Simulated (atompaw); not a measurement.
**Mg (Z = 12): PAW (atompaw) pseudisation with LDA (PW92), scalar-relativistic reference atom.**

Mg, PAW, made with atompaw 4.2.0.5 (LDA (PW92), scalar-relativistic). Core [He], reference 2s2 2p6 3s2 3p0. Waves: 2s (bound): rc 1.10 bohr; 3s (bound): rc 1.15 bohr; 2p (bound): rc 0.70 bohr; 3p (bound, empty): rc 1.15 bohr. Local part: troulliermartins scheme with l = 2 at 0 Ry, radius 0.80 bohr. Core correction: smooth core density matched at 1.10 bohr. Augmentation charge: sinc compensation charge, radius 0.54 bohr; PAW radius 1.15 bohr; waves and projectors: custom rrkj vanderbiltortho.

Poles of the logarithmic derivatives, all-electron (AE) and pseudo (PS). s: poles at -4.1 (AE) and -4.1 (PS) Ry. p: poles at -1.9 (AE) and -1.9 (PS) Ry. Test radius 1.16 bohr.

- Cutoffs needed: 160 Ry and 300 Ry (the cutoffs (Ry, on a coarse ladder) from which the occupation-weighted sum of valence levels, in a spherical-Bessel basis at the reference potential, stays within 10 and 1 mRy of its value at 400 Ry)
- Ghost test: no extra level below or beside the all-electron valence levels (s, p, d, f tested) (spherical-Bessel basis up to 400 Ry, 20 bohr box)
- Lowest eigenvalue of the overlap operator: 0.01 (s channel)
- Overlap eigenvalues printed by atompaw (projector basis): 0.0363, 1.87, 59, 4.51e+03
- Share of each valence orbital outside the PAW sphere: 2s 9 %, 3s 97 %, 2p 11 %, 3p 99 %
